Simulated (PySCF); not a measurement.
Exercise with solution: entropy of an ideal gas

ZnH2, SMILES [ZnH2].

Coordinates come from a r2SCAN-D4/def2-TZVPD optimisation. The isomer is the one that the SMILES or the coordinates give; other isomers of the formula were not compared.

r2SCAN-D4/def2-TZVPD in PySCF gives the harmonic wavenumbers 667, 667, 1926, 1935 cm⁻¹ and the rotational temperature 5.1279 K. The molar mass is 67.40 g/mol, the symmetry number 2, the spin multiplicity 1.

Work out the entropy at 298.15 K and 1 atm in the rigid-rotor, harmonic-oscillator model.


Translation (Sackur–Tetrode at 1 atm): S = R[1.5 ln M + 2.5 ln T − 1.16487] = 161.3 J/(mol K).
Rotation: q = T/(σ θ) = 29.1, S = R[ln q + 1] = 36.3 J/(mol K).
Vibration: with u = 1.4388 ν/T, each mode gives R[u/(e^u − 1) − ln(1 − e^−u)]:
| ν (cm⁻¹) | modes | u | S (J/(mol K)) |
|---|---|---|---|
| 667 | 2 | 3.22 | 2.91 |
| 1926 | 1 | 9.29 | 0.01 |
| 1935 | 1 | 9.34 | 0.01 |
These are all the modes. Sum 2.9 J/(mol K).
Spin: R ln 1 = 0.0 J/(mol K).
Total 200.5 J/(mol K); the program's own thermochemistry gives 200.5. Translation makes up 80 % and vibration 1 %. Anharmonicity, hindered rotation and orbital degeneracy are left out.
